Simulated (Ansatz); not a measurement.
The same carbene extrusion along the group B, Al, Ga.

Gas-phase electronic energies from Ansatz, PBE0-D4/def2-TZVP geometries. CCSD(T)/CBS adds triple-zeta CCSD(T) − MP2 to the extrapolated MP2 energy (def2 sets, frozen cores). This one scheme is used for every species. DFT in def2-TZVPP. B3LYP here is the variant with VWN-RPA as its local correlation; programs differ in this. Triplets are unrestricted, without spin–orbit coupling. For Ga outer-core shells are correlated without core-valence functions, which leaves a few kJ/mol of doubt a bond. Scalar relativity is left out up to krypton. Each species was taken in one conformer, which may not be the lowest.

| reaction | B3LYP-D4 (kcal/mol) | ωB97X-V (kcal/mol) |
| --- | --- | --- |
| `B[SiH2]C[SiH3]` → `[CH2]` (triplet) + `B[SiH2][SiH3]` | 108.4 | 113.3 |
| `[AlH2][SiH2]C[SiH3]` → `[CH2]` (triplet) + `[AlH2][SiH2][SiH3]` | 109.9 | 114.9 |
| `[SiH3]C[SiH2][GaH2]` → `[CH2]` (triplet) + `[SiH3][SiH2][GaH2]` | 109.5 | 114.0 |

**Question.** Give the CCSD(T)/CBS values in the same order. (Best estimate.)

**Answer.** Ansatz gave: 111.4, 113.0, 113.0 kcal/mol.

Largest T1 diagnostic: 0.014, for `B[SiH2][SiH3]`.
